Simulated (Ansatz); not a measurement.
A search over several starts for the lowest SCF solution of TiCl3F⁺, that is TiFCl3 with one electron fewer at the given spin, in a small basis.

```yaml
crystal:
  periodic: [false, false, false]
  atoms:
    - {symbol: Ti, position_ang: [0.000385, -0.000649, 0.080538]}
    - {symbol: F, position_ang: [0.008478, -0.014619, 1.813604]}
    - {symbol: Cl, position_ang: [2.054989, 0.010104, -0.640994]}
    - {symbol: Cl, position_ang: [-1.036210, 1.784770, -0.612191]}
    - {symbol: Cl, position_ang: [-1.027652, -1.779615, -0.640946]}
basis:
  gaussian: {orbitals: def2-SVP}
total_charge: 1
magnetization: {spin_polarized: true, initial_magnetization: 1}
hamiltonian: {xc: pbe0, dispersion: d4}
output: {orbitals: {seedname: orbitals}}
```

```sh
$ ansatz run in.yaml --threads 4 --pin off --events-out ev --progress --plain --max-ram 3916MiB
```

It prints (some lines left out):

```
Functional definition: PBE0
950 factors; integrals over basis functions are off by at most 1.3e-3 eV
mean field evaluation 1: about -63352.4936 eV, gradient 4.1e1 eV
mean field evaluation 2: about -63131.4896 eV, gradient 2.3e2 eV
mean field evaluation 4: about -63357.5717 eV, gradient 1.4e1 eV
mean field evaluation 8: about -63358.4587 eV, gradient 2.4e-1 eV
mean field evaluation 16: about -63358.5519 eV, gradient 2.9e-3 eV
mean field evaluation 32: about -63358.5519 eV, gradient 3.8e-5 eV
mean field -63358.55185243 eV, -2328.3838346080 hartree, gradient 1.9e-5 eV, S^2 0.781960; 6 other end points of the search recorded, 0 dependent functions left out
reference -63358.55193680 eV, -2328.3838377083 hartree; 41, 40 occupied and 58, 59 virtual orbitals, 950 factors
Total energy: -63358.70710256 eV, -2328.3895399450 hartree
```

It took 5.5 s on 4 threads of Arm Neoverse V2 on a shared host.
